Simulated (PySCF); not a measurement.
Sn(F)2(Cl)(OMe) (CH₃ClF₂OSn), SMILES C[O][Sn]([F])([F])[Cl].

Geometry optimised at PBE0-D3(BJ)/def2-SVP. The structure was generated by enumeration; whether it is a known compound was not checked. The def2 effective core potentials stand for the cores of Sn; spin–orbit coupling is left out. Other conformers were not sampled.

Calculation: r2SCAN/def2-TZVP (PySCF).

Isolated molecule, no solvent.

Computed frontier levels, gap, dipole moment and polarisability:
The highest occupied level is -7.69 eV and the lowest empty level is -3.85 eV. The orbital gap comes out as 3.85 eV and the dipole moment is 1.95 D. The quadrupole, principal values (traceless, Buckingham form, about the centre of nuclear charge) comes out as -5.67, -5.25, 10.93 D·Å, the mean static polarisability comes out as 63.3 bohr³ (9.39 Å³) and the polarisability, principal values is 51.6, 56.4, 82.0 bohr³.
